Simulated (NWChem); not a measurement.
# HSO3, doublet; SMILES O=[S](=O)O

```xyz
5

O      1.4300     0.1736     0.1957
S      0.0328     0.1280    -0.2512
O     -0.9751     1.0877     0.1868
O     -0.5644    -1.3454     0.1508
H      0.1812    -1.9682     0.1694
```
Atoms are numbered in this order, from 1.

Level: PBE0/def2-SVP, spin-unrestricted (NWChem), optimised geometry, unscaled harmonic frequencies. 

Question: List the harmonic frequencies with IR intensities, and the thermochemistry.

Answer: 
| frequency (cm⁻¹) | IR intensity (km/mol) |
|---|---|
| 273 | 97.8 |
| 411 | 38.2 |
| 419 | 14.4 |
| 517 | 40.9 |
| 785 | 152.1 |
| 1091 | 78.6 |
| 1107 | 76.0 |
| 1307 | 121.1 |
| 3801 | 153.6 |

```
Property                                                                                             Result
-----------------------------------------------------------------------------------------  ----------------
zero-point energy                                                                             13.9 kcal/mol
thermal correction to the enthalpy at 298.15 K (with zero-point energy)                       17.1 kcal/mol
heat capacity Cv                                                                           13.1 cal/(mol K)
entropy at 298.15 K and 1 atm (symmetry number 1, electronic part: spin degeneracy alone)  69.1 cal/(mol K)
dipole moment                                                                                        2.76 D
```

Rigid rotor and harmonic oscillator.
